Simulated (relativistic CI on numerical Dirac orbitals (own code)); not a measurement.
**One change at a time: W⁷¹⁺**

Base calculation: Dirac-Coulomb-Breit CI, separate exchange-only KLI orbitals for each configuration, model QED (radiative potential, 1s self-energy scaled to tabulated hydrogen-like ionisation energies), unscaled Slater integrals.

Configurations in the expansion (outside the closed core 1s2): 2s, 2p, 3s, 3p, 3d, 4s, 4p, 4d, 4f, 5s, 5p, 5d, 5f, 5g. Levels of other configurations are missing.

Variants: (1) QED terms removed. Shifts of the energy above 2s ²S1/2, in eV, for the lowest level and the first level of each name with at least 55 % of one term (blank where a level changes its place among those of its configuration and J or its character, or is not in the variant):

| Level | Base | Δ(1) |
| --- | --- | --- |
| 2s ²S1/2 | 0.0 | 0.0 |
| 2p ²P°1/2 | 194.2 | +19.0 |
| 2p ²P°3/2 | 1697.9 | +17.6 |
| 3s ²S1/2 | 11147.7 | +14.9 |
| 3p ²P°1/2 | 11200.1 | +20.6 |
| 3p ²P°3/2 | 11648.5 | +20.1 |
| 3d ²D3/2 | 11660.7 | +21.1 |
| 3d ²D5/2 | 11787.1 | +20.9 |
| 4s ²S1/2 | 14963.9 | +18.5 |
| 4p ²P°1/2 | 14985.0 | +20.9 |
| 4p ²P°3/2 | 15172.9 | +20.7 |
| 4d ²D3/2 | 15178.1 | +21.1 |
| 4d ²D5/2 | 15231.8 | +21.0 |
| 4f ²F°5/2 | 15231.9 | +21.1 |
| 4f ²F°7/2 | 15257.9 | +21.1 |
| 5s ²S1/2 | 16698.7 | +19.8 |
| 5p ²P°1/2 | 16709.2 | +21.0 |
| 5p ²P°3/2 | 16804.7 | +20.9 |
| 5d ²D3/2 | 16807.4 | +21.1 |
| 5d ²D5/2 | 16834.9 | +21.0 |
| 5f ²F°5/2 | 16835.0 | +21.1 |
| 5g ²G7/2 | 16848.3 | +21.1 |

At this charge energies of transitions that change n are usually good to better than 1 %, and those within a shell (Δn = 0) to a few per cent.

Ionisation energy from the two ground configurations alone: base 19685.3 eV; QED terms removed 19706.4 eV. The NIST ASD value (theoretical) is 19686.7 eV.
